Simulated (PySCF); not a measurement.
(3E)-2,4-difluoropenta-1,3-diene (C5H6F2), SMILES C=C(F)/C=C(\C)F.

The structure is a stationary point at PBE-D3(BJ)/def2-SVP. Other conformers were not sampled.

These are PBE-D3(BJ)/def2-SVP run with PySCF values and carry that method's errors.

Frequencies are harmonic and unscaled.

Computed harmonic wavenumbers and intensities:
```
mode  ν (cm⁻¹)  IR (km/mol)  moving atoms (share of kinetic energy)
----  --------  -----------  --------------------------------------
1           66          1.8                  C 42 %, F 39 %, H 19 %
2          146          0.4                          H 86 %, C 12 %
3          197          0.6                  C 50 %, H 25 %, F 25 %
4          201          1.2                  C 43 %, F 42 %, H 14 %
5          333          2.9                  C 48 %, F 31 %, H 22 %
6          372          1.2                  F 54 %, C 30 %, H 16 %
7          463          4.8                  C 39 %, F 32 %, H 28 %
8          468          1.8                          C 61 %, H 34 %
9          601          5.1                          C 65 %, H 33 %
10         615         23.9                  C 55 %, F 28 %, H 18 %
11         689          0.0                          H 80 %, C 15 %
12         790         41.3                          H 69 %, C 31 %
13         826          2.2                  C 69 %, H 18 %, F 12 %
14         846         32.0                          H 70 %, C 29 %
15         910         40.2                  F 41 %, C 32 %, H 27 %
16         939         15.3                  H 54 %, C 35 %, F 11 %
17         989          5.2                          H 61 %, C 34 %
18        1009          1.2                          H 63 %, C 37 %
19        1169        115.5                  C 45 %, H 42 %, F 13 %
20        1272         14.2                          H 54 %, C 41 %
21        1321         67.8                          H 49 %, C 46 %
22        1339          6.5                          H 62 %, C 36 %
23        1378         83.3                          C 57 %, H 42 %
24        1392         11.0                                  H 93 %
25        1396          8.4                                  H 96 %
26        1639         15.1                                  C 91 %
27        1708        205.1                                  C 95 %
28        2974         16.8                                  H 96 %
29        3041          4.3                           H 91 %, C 9 %
30        3115          2.7                                  H 95 %
31        3133          1.6                           H 92 %, C 8 %
32        3144          0.3                           H 91 %, C 9 %
33        3225          0.3                          H 89 %, C 11 %
```
